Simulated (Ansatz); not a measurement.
C4H3F3 can be A, `FC1=C(F)C(F)C1`, or B, `FC1=CC(F)(F)C1`.

Isolated molecules relaxed with PBE0-D4/def2-TZVP in Ansatz; ΔE leaves out vibrations. CCSD(T)/CBS adds triple-zeta CCSD(T) − MP2 to the extrapolated MP2 energy (def2 sets, frozen cores). DFT in def2-TZVPP. B3LYP here is the variant with VWN-RPA as its local correlation; programs differ in this.

A:

Z-matrix (Å, degrees):
```
C
F 1 1.374
C 1 1.558 2 114.3
C 1 1.490 2 116.0 3 98.6
H 1 1.093 2 107.8 3 -128.9
C 3 1.497 1 84.5 2 118.9
H 3 1.092 1 115.3 2 -124.6
H 3 1.091 1 112.1 2 3.1
F 4 1.315 1 130.9 2 65.5
F 6 1.313 3 129.8 1 174.5
```

B:

Z-matrix (Å, degrees):
```
C
F 1 1.354
F 1 1.354 2 106.1
C 1 1.499 2 115.9 3 130.2
C 1 1.550 2 114.5 3 -127.4
C 4 1.330 1 89.6 2 117.4
H 4 1.079 1 133.6 2 -62.6
H 5 1.091 1 114.4 2 126.2
H 5 1.091 1 114.4 2 -3.4
F 6 1.311 4 133.1 1 180.0
```

(1) Which is lower in electronic energy at CCSD(T)/CBS, and by how much? (Best estimate.)

(2) Give E(B) − E(A) in kJ/mol with PBE-D4, B3LYP-D4, r2SCAN-D4, MP2/def2-TZVPP, CCSD(T)/def2-TZVPP, CCSD/def2-TZVPP, HF/def2-TZVPP. (Estimate.)

(3) Does the order hold for the free energy at 298.15 K (harmonic terms from PBE0-D4)? (An estimate is asked.)

Largest T1 diagnostic: 0.012.

## Answers

(1) The calculation gave: B, by 47.8 kJ/mol.

(2) The calculation gave: PBE-D4 -38.6, B3LYP-D4 -42.7, r2SCAN-D4 -46.7, MP2/def2-TZVPP -47.6, CCSD(T)/def2-TZVPP -47.2, CCSD/def2-TZVPP -47.9, HF/def2-TZVPP -53.3. None reverses the order clearly.

(3) The calculation gave: Yes: G(B) − G(A) = -48.9 kJ/mol.

Leaving LDA and LC-ωPBE aside and taking each functional with its dispersion term where it has one, the values, not all of them listed here, spread over 11.7 kJ/mol, from ωB97M-V to revPBE-D4. LDA lies −4.2 kJ/mol from PBE without D4. From BLYP to BHLYP (50 % exact exchange), in def2-TZVPP and without D4, E(B) − E(A) moves by −9.4 kJ/mol.
